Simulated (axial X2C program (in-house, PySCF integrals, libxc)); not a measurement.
SnH⁺: cheaper levels and CCSD(T), two-component

All values were computed with an in-house relativistic program for diatomic molecules. Two-component (2c) means X2C with spin–orbit coupling and atomic mean-field two-electron Coulomb and Gaunt terms. Basis: Sn dyall-cv3z [11s12p9d4f1g], H dyall-v3z [6s2p1d] (cores contracted in-house); Gaussian nuclei, density fitting, unrestricted open shells. Masses: Sn 119.902 u, H 1.008 u.

State: Ω = 0 (closed shell); fragments Sn+ + H.

```json
{"level": "PBE0", "Re (Å)": "1.761", "ωe (cm⁻¹)": "1824.7", "De (eV)": "n/a"}
{"level": "HF", "Re (Å)": "1.745", "ωe (cm⁻¹)": "1935.1", "De (eV)": "1.53"}
{"level": "MP2", "Re (Å)": "1.738", "ωe (cm⁻¹)": "1895.3", "De (eV)": "2.28"}
{"level": "CCSD", "Re (Å)": "1.750", "ωe (cm⁻¹)": "1841.7", "De (eV)": "2.48"}
{"level": "BP86", "Re (Å)": "1.779", "ωe (cm⁻¹)": "1747.8", "De (eV)": "n/a"}
```

Correlated methods: 14 electrons correlated (number of frozen shells: Sn 4 s, 3 p, 1 d; H none), 192 virtual spin orbitals or spinors in MP2, 90 natural virtuals in coupled cluster.

CCSD(T), same Hamiltonian and basis:

Re = 1.753 Å, ωe = 1822.4 cm⁻¹, De = 2.50 eV; T1 = 0.012 (Lee–Taylor normalisation).

Give the differences from CCSD(T) in the columns below.



```
level  ΔRe (Å)  Δωe (cm⁻¹)  ΔDe (eV)
 PBE0    0.008           2       n/a
   HF   -0.008         113     -0.97
  MP2   -0.015          73     -0.22
 CCSD   -0.003          19     -0.02
 BP86    0.026         -75       n/a
```

One determinant describes the state; a PBE0 search over occupations chose it and may have missed a lower one. The closed shell is kept restricted, so the energy runs too high when the bond is stretched far. Dissociation energies refer to the lowest single-determinant-based atoms at the same level and basis. De is not given where an atomic determinant may have missed its ground term or J level, or where the truncated virtual space spoils (T). Coupled cluster ran in a truncated set of natural virtual spinors; the MP2 energy of the rest was added. (T) has no such correction and the atoms are truncated less, which lowers De at CCSD(T) by a hundredth of an eV or more. The functionals have no current-density term, which raises determinants with orbital currents, atoms included.
